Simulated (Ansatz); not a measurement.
Basis sets compared for B(SMe2)H3 (C2H9BS). Charge 0, multiplicity 1. Geometry r2SCAN-D4/def2-SVP. Ansatz on 4 threads of Arm Neoverse V2 on a shared host; times are rough, and most runs start from earlier orbitals.

```xyz
13

B    -0.252    1.399    1.013
S    -0.828   -0.054   -0.150
C    -0.069   -1.515    0.597
C     0.223    0.135   -1.608
H     0.995   -1.314    0.790
H    -0.201   -2.387   -0.058
H    -0.586   -1.683    1.551
H     1.271    0.241   -1.291
H     0.092   -0.723   -2.283
H    -0.102    1.057   -2.110
H    -0.860    1.171    2.046
H    -0.647    2.389    0.419
H     0.963    1.284    1.086
```

Binding counts from free atoms (B doublet, S triplet, C triplet, H doublet) in the same basis, without a counterpoise term.

```csv
level,functions,energy (Eh),HOMO (eV),LUMO (eV),binding per atom (eV),wall time
HF/STO-3G,33,-497.5962,-9.23,10.44,3.60,0.1 s
HF/def2-TZVP,184,-503.2140,-10.85,3.37,2.71,0.9 s
PBE-D4/def2-SVP,105,-504.1135,-6.44,-0.22,3.64,0.85 s
PBE-D4/def2-TZVP,184,-504.3767,-6.57,-0.62,3.64,1.5 s
r2SCAN-D4/def2-TZVP,184,-504.6100,-6.83,-0.31,3.61,3.1 s
PBE0-D4/def2-SVP,105,-504.1775,-7.76,0.80,3.61,0.95 s
PBE0-D4/def2-TZVP (with forces),184,-504.4351,-7.83,0.39,3.61,2.9 s
```

Question: Estimate the rows for PBE-D4/def2-TZVPD, r2SCAN-D4/def2-TZVPD, PBE0-D4/def2-TZVPD.

Answer: 
```
               level  functions  energy (Eh)  HOMO (eV)  LUMO (eV)  binding per atom (eV)  wall time
   PBE-D4/def2-TZVPD        238    -504.3776      -6.59      -0.79                   3.64      2.3 s
r2SCAN-D4/def2-TZVPD        238    -504.6108      -6.84      -0.42                   3.61      4.5 s
  PBE0-D4/def2-TZVPD        238    -504.4359      -7.84      -0.08                   3.61      2.9 s
```
